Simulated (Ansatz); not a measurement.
`N[Si](N)(O)Cl`, relaxed with RKS PBE0-D4/def2-TZVP in Ansatz 0.2.0 from a PBE-D4/def2-SVP geometry. The force threshold is 0.005 eV/Å; the program also tests the step.

Charge 0, multiplicity 1.

Start:

```xyz
10

N    -1.358   -0.449    0.706
Si    0.136    0.178    0.153
N     0.698   -0.866   -1.094
O    -0.204    1.785   -0.176
Cl    1.761    0.218    1.501
H    -1.449   -1.447    0.899
H    -1.964    0.120    1.300
H     1.696   -0.911   -1.306
H     0.123   -1.001   -1.929
H     0.562    2.373   -0.053
```

(1) How much energy does the relaxation release, and in how many steps? (An estimate is asked.)

(2) Which bonds change most? (Best estimate.)

(3) Give the relaxed structure. (Best estimate.)

Results:

(1) The calculation gave: 0.08 eV, in 9 steps, 1 of them rejected.

(2) The calculation gave: Si2–O4 from 1.675 to 1.637 Å; Si2–Cl5 from 2.111 to 2.078 Å; Si2–N3 from 1.721 to 1.694 Å; N1–Si2 from 1.712 to 1.688 Å.

(3) Computed: 
```xyz
10

N    -1.324   -0.444    0.716
Si    0.140    0.180    0.155
N     0.695   -0.814   -1.100
O    -0.198    1.754   -0.145
Cl    1.739    0.195    1.483
H    -1.434   -1.428    0.888
H    -1.948    0.121    1.266
H     1.676   -0.933   -1.281
H     0.121   -0.999   -1.906
H     0.533    2.368   -0.076
```
